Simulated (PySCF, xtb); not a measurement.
2-methyl-1,3-dioxole (C₄H₆O₂), SMILES C1=COC(O1)C.

GFN2-xTB (xtb) at its own geometry gives an orbital gap of 4.43 eV and a dipole moment of 0.56 D.

Geometry optimised at PBE0-D3(BJ)/def2-SVP. One conformer was computed; it need not be the lowest.

Task: What does CAM-B3LYP/def2-TZVP (PySCF) give? (The exact figures need the calculation; the answer reports its results.)

Result: gap 9.08 eV (levels -7.06 and 2.02 eV), dipole 0.62 D.
